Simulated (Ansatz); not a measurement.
Harmonic vibrations of the cluster PSe₂ by finite differences.

```yaml
crystal:
  periodic: [false, false, false]
  atoms:
    - {symbol: P, position_ang: [0.635911, 1.085330, -0.148543]}
    - {symbol: Se, position_ang: [-0.927837, -0.059483, 0.993585]}
    - {symbol: Se, position_ang: [0.291926, -1.025858, -0.845042]}
basis:
  gaussian: {orbitals: def2-TZVP}
magnetization: {spin_polarized: true, initial_magnetization: 1}
hamiltonian: {xc: pbe, dispersion: d4}
scf: {omitted_lower_state_checks: [starts]}
phonons: {temperatures: {t_min: 298.15, t_max: 900, t_step: 200}}
```

```sh
$ ansatz run in.yaml --threads 4 --pin off --events-out ev --progress --plain --max-ram 3916MiB
```

It prints (some lines left out):

```
Functional definition: PBE
mean field -139964.93082509 eV, -5143.6163361845 hartree, gradient 4.0e-5 eV, S^2 0.753923; 0 other end points of the search recorded, 0 dependent functions left out
mean field -139964.93081934 eV, -5143.6163359733 hartree, gradient 1.3e-6 eV, S^2 0.753926; 0 other end points of the search recorded, 0 dependent functions left out
mean field -139964.93077863 eV, -5143.6163344771 hartree, gradient 2.9e-6 eV, S^2 0.753919; 0 other end points of the search recorded, 0 dependent functions left out
mean field -139964.93082899 eV, -5143.6163363279 hartree, gradient 1.5e-6 eV, S^2 0.753928; 0 other end points of the search recorded, 0 dependent functions left out
mean field -139964.93076969 eV, -5143.6163341484 hartree, gradient 1.2e-6 eV, S^2 0.753917; 0 other end points of the search recorded, 0 dependent functions left out
mean field -139964.93075003 eV, -5143.6163334261 hartree, gradient 1.4e-6 eV, S^2 0.753922; 0 other end points of the search recorded, 0 dependent functions left out
mean field -139964.93079562 eV, -5143.6163351015 hartree, gradient 1.5e-6 eV, S^2 0.753923; 0 other end points of the search recorded, 0 dependent functions left out
mean field -139964.93080509 eV, -5143.6163354494 hartree, gradient 1.4e-6 eV, S^2 0.753920; 0 other end points of the search recorded, 0 dependent functions left out
mean field -139964.93082717 eV, -5143.6163362611 hartree, gradient 1.5e-6 eV, S^2 0.753926; 0 other end points of the search recorded, 0 dependent functions left out
mean field -139964.93079857 eV, -5143.6163352097 hartree, gradient 2.7e-6 eV, S^2 0.753920; 0 other end points of the search recorded, 0 dependent functions left out
mean field -139964.93079367 eV, -5143.6163350298 hartree, gradient 1.7e-6 eV, S^2 0.753926; 0 other end points of the search recorded, 0 dependent functions left out
mean field -139964.93078588 eV, -5143.6163347434 hartree, gradient 2.1e-6 eV, S^2 0.753920; 0 other end points of the search recorded, 0 dependent functions left out
mean field -139964.93082310 eV, -5143.6163361113 hartree, gradient 2.4e-6 eV, S^2 0.753925; 0 other end points of the search recorded, 0 dependent functions left out
Total energy: -139965.06798545 eV, -5143.6213767346 hartree
Atom 0 at     0.635911     1.085330    -0.148543 Å, force     0.007659     0.012768    -0.001944 eV/Å
Atom 1 at    -0.927837    -0.059483     0.993585 Å, force    -0.004815    -0.005841     0.002337 eV/Å
Atom 2 at     0.291926    -1.025858    -0.845042 Å, force    -0.002844    -0.006927    -0.000393 eV/Å
Dipole moment:     0.022820     0.038969    -0.005320 e Å
Vibrations: 268.36 299.71 459.55 cm⁻¹, zero-point energy 0.063705 eV
Checks for a lower state left out: starts
```

Hardware: 4 threads of Arm Neoverse V2 on a shared host. Wall time 14 s.

The relaxation made no stability test and no search for a lower SCF solution. The structure comes from a short search, and lower isomers may exist.
